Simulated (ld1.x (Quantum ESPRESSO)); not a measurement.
## u(r) = r·R(r): atom against pseudo-atom (Ce)

Columns: radius, all-electron u(r) and pseudo u(r) of the 4f shell (level -5.41 eV) of cerium in the configuration [Kr] 4d10 4f1 5s2 5p6 5d1 6s2 6p0; Wu–Cohen, scalar-relativistic, TM scheme, ld1.x (Quantum ESPRESSO) 7.5.

```json
{"r (bohr)": "0.165", "all-electron": "0.1520", "pseudo": "0.0205"}
{"r (bohr)": "0.330", "all-electron": "0.5575", "pseudo": "0.2370"}
{"r (bohr)": "0.495", "all-electron": "0.8442", "pseudo": "0.6904"}
{"r (bohr)": "0.660", "all-electron": "0.9471", "pseudo": "1.0276"}
{"r (bohr)": "0.825", "all-electron": "0.9317", "pseudo": "1.0525"}
{"r (bohr)": "0.990", "all-electron": "0.8617", "pseudo": "0.9175"}
{"r (bohr)": "1.155", "all-electron": "0.7729", "pseudo": "0.7829"}
{"r (bohr)": "1.320", "all-electron": "0.6821", "pseudo": "0.6823"}
{"r (bohr)": "1.485", "all-electron": "0.5965", "pseudo": "0.5965"}
{"r (bohr)": "1.650", "all-electron": "0.5186", "pseudo": "0.5186"}
{"r (bohr)": "1.815", "all-electron": "0.4494", "pseudo": "0.4494"}
{"r (bohr)": "1.980", "all-electron": "0.3888", "pseudo": "0.3888"}
{"r (bohr)": "2.145", "all-electron": "0.3362", "pseudo": "0.3362"}
{"r (bohr)": "2.310", "all-electron": "0.2909", "pseudo": "0.2909"}
{"r (bohr)": "2.475", "all-electron": "0.2520", "pseudo": "0.2520"}
{"r (bohr)": "2.640", "all-electron": "0.2185", "pseudo": "0.2185"}
{"r (bohr)": "2.805", "all-electron": "0.1899", "pseudo": "0.1899"}
{"r (bohr)": "2.970", "all-electron": "0.1655", "pseudo": "0.1655"}
{"r (bohr)": "3.135", "all-electron": "0.1445", "pseudo": "0.1445"}
{"r (bohr)": "3.300", "all-electron": "0.1265", "pseudo": "0.1265"}
{"r (bohr)": "3.465", "all-electron": "0.1110", "pseudo": "0.1110"}
{"r (bohr)": "3.630", "all-electron": "0.0976", "pseudo": "0.0976"}
{"r (bohr)": "3.795", "all-electron": "0.0860", "pseudo": "0.0860"}
{"r (bohr)": "3.960", "all-electron": "0.0759", "pseudo": "0.0759"}
{"r (bohr)": "4.125", "all-electron": "0.0671", "pseudo": "0.0671"}
{"r (bohr)": "4.290", "all-electron": "0.0594", "pseudo": "0.0594"}
```

(1) How many radial nodes do the two functions have?

(2) At about which radius was the pseudo-wave matched?

(3) Is the pseudo-wave norm-conserving?

Answers

(1) The all-electron 4f function has n − l − 1 = 0; the pseudo-wave has 0.

(2) 1.45 bohr, where the columns begin to agree (steps of 0.17 bohr).

(3) Yes: the TM scheme keeps the norm inside the radius equal to the all-electron one, which fixes the energy derivative of the logarithmic derivative at the level.
